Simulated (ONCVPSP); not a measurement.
Zn, ONCV: configuration errors across variants

Zn, optimised norm-conserving Vanderbilt (ONCV), made with ONCVPSP 4.0.1 (PBE, scalar-relativistic). Core [Ne], reference 3s2 3p6 3d10 4s2. Waves: 3s+4s: rc 0.95 bohr, ncon 4, nbas 7, qcut 13.2 1/bohr, 2 projectors; 3p: rc 0.90 bohr, ncon 4, nbas 7, qcut 18 1/bohr, 2 projectors, debl 3.4 Ha; 3d: rc 1.40 bohr, ncon 5, nbas 10, qcut 13.4 1/bohr, 2 projectors, debl 2.7 Ha. Local part: polynomial inside 0.70 bohr (lpopt 1, dvloc0 1 Ha). Core correction: Teter function fitted to the true core (icmod 2), fcfact 0.65.

All-electron excitation energies from the reference (eV): (1) 3s2 3p6 3d10 4s1 9.889; (2) 3s2 3p6 3d10 4s0 28.331; (3) 3s2 3p6 3d9 4s0 68.865; (4) 3s2 3p6 3d8 4s0 130.679.

2 further variants failed, have other tests or too few solved ones, and are left out.

Errors AE − PS in meV (a dash: test not solved or not reliable):

```csv
change,(1),(2),(3),(4),bound ghosts,GHOST(+) flags above zero
base,+0.8,+5.7,+3.8,+161,none,none
"all radii but the core radius scaled by about 0.90 (s 0.86, p 0.82, d 1.26 bohr); local potential polynomial inside 0.64 bohr (lpopt 1, dvloc0 1 Ha)",+0.5,+4.0,-0.6,+95,none,s
"all radii but the core radius scaled by about 1.04 (s 0.98, p 0.94, d 1.46 bohr); local potential polynomial inside 0.72 bohr (lpopt 1, dvloc0 1 Ha)",+0.9,+6.4,+6.2,+195,none,none
"all radii but the core radius scaled by about 1.15 (s 1.10, p 1.04, d 1.60 bohr); local potential polynomial inside 0.80 bohr (lpopt 1, dvloc0 1 Ha)",+1.1,+7.3,+13,+299,none,none
```

(1) Give the same row for: all radii but the core radius scaled by about 0.78 (s 0.74, p 0.70, d 1.08 bohr); local potential polynomial inside 0.54 bohr (lpopt 1, dvloc0 1 Ha).

Answers

(1) 0.0, +1.9, -4.2, +42; bound ghosts: none; GHOST(+) flags above zero: s.
